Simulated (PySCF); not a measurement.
Computed IR spectrum (relative IR intensity) of a molecule CH₅ClFNSi₂. Geometry: B3LYP-D3(BJ)/def2-SVP. The values are those of a single conformer. Method: B3LYP-D3(BJ)/def2-SVP (PySCF 2.14.0). Frequencies are harmonic and unscaled.

Lines under 2 % of the strongest are left out, and lines within 2 cm⁻¹ are merged.

```tsv
ν (cm⁻¹)	relative intensity
263	3.1
427	4.7
445	18
477	46
531	63
621	19
679	90
725	29
781	27
827	16
834	10
858	100
911	78
1042	18
1159	10
1333	15
2234	99
2240	45
2997	27
3045	13
3580	9.4
```

Question: Identify the compound among the candidates.
(A) F[Si@@H]1CN[Si@H]1Cl
(B) F[Si@@H]1NC[Si@H]1Cl
(C) F[Si@@]1(Cl)C[SiH2]N1
(D) F[Si@]1(Cl)NC[SiH2]1

Answer: A, F[Si@@H]1CN[Si@H]1Cl
